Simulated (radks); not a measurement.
Q: The mean radii <r> (bohr) of the occupied orbitals of an atom or ion are listed with their occupations. All-electron calculation, Dirac Kohn-Sham, PBE, spin-unpolarised, spherical densities, finite nucleus; Fermi nuclear charge, rms radius of each element as measured or else 0.836 A^(1/3) + 0.57 fm. Program: a radial shooting solver on a logarithmic mesh with Libxc functionals.

| orbital | occ. | <r> |
|---|---|---|
| 1s1/2 | 2 | 0.01606 |
| 2s1/2 | 2 | 0.06692 |
| 2p1/2 | 2 | 0.05487 |
| 2p3/2 | 4 | 0.06379 |
| 3s1/2 | 2 | 0.1739 |
| 3p1/2 | 2 | 0.1643 |
| 3p3/2 | 4 | 0.1806 |
| 3d3/2 | 4 | 0.1568 |
| 3d5/2 | 6 | 0.1618 |
| 4s1/2 | 2 | 0.3834 |
| 4p1/2 | 2 | 0.3843 |
| 4p3/2 | 4 | 0.4184 |
| 4d3/2 | 4 | 0.4220 |
| 4d5/2 | 6 | 0.4328 |
| 4f5/2 | 6 | 0.4407 |
| 4f7/2 | 8 | 0.4463 |
| 5s1/2 | 2 | 0.8072 |
| 5p1/2 | 2 | 0.8425 |
| 5p3/2 | 3 | 0.9038 |

Name the element and its charge. Open shells, if any, fill j = l - 1/2 first.

A: Z = 82, lead, charge +15: Pb15+ in [Kr] 4d10 4f14 5s2 5p5. The 1s radius gives Z: for a bare nucleus <r> = (2 gamma + 1)/(2Z) with gamma = sqrt(1 - (Z/c)^2), 0.01587 bohr for Z = 82, and screening makes it slightly larger (0.01606 here). The occupations add up to 67, and the charge is Z minus that.
